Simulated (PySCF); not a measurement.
`CSc1ccoc1`. Theory: PBE0-D3(BJ)/def2-SVP geometry optimisation, gas phase in PySCF 2.14.0.

```
atom  x, y, z in Å
C1     2.4178    0.2665   -0.3279
S2     1.3302   -1.1513   -0.5439
C3    -0.2217   -0.4113   -0.2320
C4    -1.4743   -1.1128   -0.2760
C5    -2.4275   -0.1883    0.0238
O6    -1.8713    1.0146    0.2467
C7    -0.5332    0.8821    0.0923
H8     3.4403   -0.0930   -0.5041
H9     2.3520    0.6668    0.6949
H10    2.1880    1.0592   -1.0556
H11   -1.6287   -2.1654   -0.5015
H12   -3.5096   -0.2443    0.1114
H13    0.0602    1.7785    0.2413
```

(1) How far are the heavy atoms from their best plane (unweighted least squares)?

(2) Which two atoms are farthest apart?

(3) Work out the bond lengths C1–H8, C1–H10, C3–C4, C3–C7 in bohr.

(4) What is the repulsion energy of the bare nuclei, Σ ZA·ZB/RAB?

(5) What are the angles S2–C1–H10, H9–C1–H10, C1–S2–C3, O6–C5–H12, O6–C7–H13, C3–C7–O6, C3–C7–H13?

(6) How far apart are these pairs, which share no bond: C1···C5, C1···H13, C5···H13, C7···H8?

(7) Give the dihedral angles C4–C5–O6–C7, S2–C3–C4–C5, H11–C4–C5–H12, C1–S2–C3–C4, H8–C1–S2–C3, H10–C1–S2–C3.

(8) Where is the centre of mass (commonest isotopes), and what is the radius of gyration?

(9) Write the matrix of distances between heavy atoms (Å, lower triangle).

Results:

(1) 0.001 Å rms; none is more than 0.002 Å off.

(2) H8···H12, 6.98 Å; the next longest distance is 5.97 Å.

(3) For C1–H8 the difference vector is (1.0225, -0.3595, -0.1762) Å, of length 1.0981 Å. 1 bohr = 0.529177 Å. C1–H8 2.075; C1–H10 2.079; C3–C4 2.714; C3–C7 2.588 bohr.

(4) 346.65 Eh over 78 pairs, with full nuclear charges and distances in bohr; the largest single term is 29.07 Eh (S2 with C3).

(5) From the scalar product of the two bond vectors; for S2–C1–H10 it is -0.7168 Å² over 1.7999 × 1.1003 Å², cos θ = -0.3619. S2–C1–H10 111.2°; H9–C1–H10 109.9°; C1–S2–C3 100.5°; O6–C5–H12 116.4°; O6–C7–H13 116.4°; C3–C7–O6 110.1°; C3–C7–H13 133.5°.

(6) C1···C5 4.879 Å (4 bonds apart); C1···H13 2.858 Å (4 bonds apart); C5···H13 3.179 Å (3 bonds apart); C7···H8 4.135 Å (4 bonds apart).

(7) C4–C5–O6–C7 0° (synperiplanar); S2–C3–C4–C5 180° (antiperiplanar); H11–C4–C5–H12 0° (synperiplanar); C1–S2–C3–C4 180° (antiperiplanar); H8–C1–S2–C3 180° (antiperiplanar); H10–C1–S2–C3 -61° (synclinal). Dihedral signs follow IUPAC: positive where, seen along the central bond, the front bond turns clockwise onto the rear one.

(8) Mass 114.014 u; centre at (-0.099, -0.231, -0.203) Å; Rg = √(Σ m r²/M) = 1.921 Å. As Ia + Ib + Ic = 2 Σ m r², the three principal moments sum to 841.1 u·Å².

(9) 
```
C1    0.000
S2    1.800  0.000
C3    2.727  1.747  0.000
C4    4.130  2.818  1.436  0.000
C5    4.879  3.920  2.232  1.361  0.000
O6    4.392  3.945  2.232  2.226  1.344  0.000
C7    3.044  2.830  1.369  2.236  2.177  1.353  0.000
```

The point group is Cs within 0.08 Å; differences among equivalent distances and angles are scatter left by the optimiser. No PBE0-D3(BJ)/def2-SVP frequencies stand behind this structure, so it isn't proved a minimum. One conformer, not necessarily the lowest.

Time: 31 s of wall time. Hardware: an Arm Neoverse V2 with one thread, no GPU (shared host). These figures are those of the optimisation.
